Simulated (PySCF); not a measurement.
C8H10 (charge +1 and doublet state).
Cartesian coordinates in Å at the GFN2-xTB level; atoms count from 1:
```xyz
18
C8H10 angstrom
C     -3.6289   -1.0311   -0.2021
C     -2.4329   -0.5982   -0.0848
C     -1.1888   -0.1251    0.0405
C     -0.9256    1.3194    0.2206
C     -0.0348   -1.0699   -0.0022
C      1.2580   -0.4684    0.1414
C      2.3548    0.0329    0.2606
C      3.6540    0.6032    0.3992
H     -4.2319   -1.3319    0.6448
H     -4.1304   -1.1249   -1.1568
H     -0.3700    1.4779    1.1479
H     -0.2764    1.6771   -0.5824
H     -1.8413    1.9027    0.2375
H     -0.0618   -1.6381   -0.9445
H     -0.1615   -1.8399    0.7739
H      3.5931    1.6823    0.5338
H      4.2505    0.3814   -0.4882
H      4.1652    0.1568    1.2548
```

The hyperfine couplings belong to this conformer and change with its torsions.

The species is `[CH2+][C]=C(C)CC#CC` [radical] (charge +1).

Level of theory: PySCF, UKS B3LYP, pcH-1 on C H, non-relativistic, mean-field spin-orbit, GIAO. One conformer (not necessarily the lowest) at the GFN2-xTB geometry, without solvent, vibrations or thermal averaging. A GFN2-xTB geometry isn't a minimum of the functional, and hyperfine couplings can be far from their values at a DFT geometry, by a factor of two or more for some ions and for spin on atoms past the first row. No stability test was run, so a lower SCF solution isn't excluded.

Break the g tensor into its mass correction, gauge correction and orbital-Zeeman/spin–orbit terms.

```tsv
Δg (ppt)	1	2	3
relativistic mass correction	-0.14	-0.14	-0.14
gauge correction	0.00	0.01	0.02
orbital Zeeman/spin–orbit	0.00	0.55	5.27
total	-0.14	0.42	5.15
```

So g = 2.00218, 2.00274, 2.00747 and g_iso = 2.00413; the tensor is close to axial: the two nearest values differ by 11 % of g3 − g1. Axes: g3 points within 1° of the C7–C8 bond.

What effective moment and Curie constant follow for a powder?

With the mean of g² = 4.0165 and S(S+1) = 0.75: μ_eff = √(⟨g²⟩S(S+1)) = 1.736 μB and χT = 0.12505·⟨g²⟩·S(S+1) = 0.377 cm³ K/mol (cgs; spin-Hamiltonian part alone).

Average each term over the three axes. Which is largest in size?

The orbital-Zeeman/spin–orbit term 1.94, the mass correction -0.14 and the gauge correction 0.01 ppt, for a total of 1.81 ppt. The orbital-Zeeman/spin–orbit term is the largest in size. The mass correction is the same along every axis, so the anisotropy comes from the other two: their spans along these axes are 0.02 (gauge) and 5.27 ppt (orbital Zeeman/spin–orbit).

In a frozen sample, at which fields do the three g values resonate at 9.5, 34, 94 and 263 GHz (hyperfine left aside), and which band first spreads them over more than twice a line width of 0.5 mT?

```tsv
band	GHz	B(g3) mT	B(g2) mT	B(g1) mT	spread mT
X	9.5	338.11	338.91	339.01	0.89
Q	34.0	1210.09	1212.95	1213.29	3.20
W	94.0	3345.55	3353.45	3354.39	8.84
J	263.0	9360.42	9382.53	9385.16	24.74
```

The spread grows in proportion to the frequency. Q band is the first where it exceeds 1.0 mT.

The Mulliken spin populations are largest on C2 (+0.33), C3 (+0.22), C7 (+0.18) and C6 (+0.09). Three atoms exceed +0.15.

The HOMO–LUMO gaps are 6.41 eV among the α and 1.63 eV among the β orbitals.
